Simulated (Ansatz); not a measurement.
Consider the ligand exchange at the Si–C bond: `C=CSC[SiH3]` + `OC1[SiH2]S1` → `[SiH3]OC1[SiH2]S1` + `C=CSC`.

Program: Ansatz. Geometries: PBE0-D4/def2-TZVP. ΔE: electronic, gas phase. CCSD(T)/CBS is the MP2 limit (def2-TZVPP, def2-QZVPP) plus CCSD(T) − MP2 in def2-TZVPP, frozen cores. Functionals use def2-TZVPP. B3LYP here is the variant with VWN-RPA as its local correlation; programs differ in this. Each species was taken in one conformer, which may not be the lowest.

```tsv
level	ΔE (kJ/mol)	difference from CCSD(T)/CBS
PBE-D4	-74.8	10.9
r2SCAN-D4	-84.5	1.2
PBE0-D4	-78.4	7.3
B3LYP-D4	-88.4	-2.7
ωB97X-V	-86.4	-0.7
B2PLYP	-90.4	-4.7
r2SCAN	-84.6	1.1
PBE0	-79.1	6.6
B3LYP	-89.8	-4.1
HF/def2-TZVPP	-102.3	-16.6
MP2/def2-TZVPP	-87.8	-2.1
CCSD(T)/def2-TZVPP	-86.2	-0.5
HF/def2-QZVPP	-103.8	-18.1
MP2/def2-QZVPP	-88.0	-2.3
HF/CBS(def2)	-104.0	-18.3
CCSD/CBS(def2)	-88.0	-2.3
CCSD(T)/CBS	-85.7	0
```

Largest T1 diagnostic among the species: 0.014.

In def2-TZVPP, CCSD(T) changes the Hartree–Fock value by +16.1 kJ/mol (the triples alone add +2.3 kJ/mol) and MP2 by +14.5 kJ/mol. From PBE to PBE0 (25 % exact exchange), in def2-TZVPP and without D4, ΔE moves by −3.4 kJ/mol.
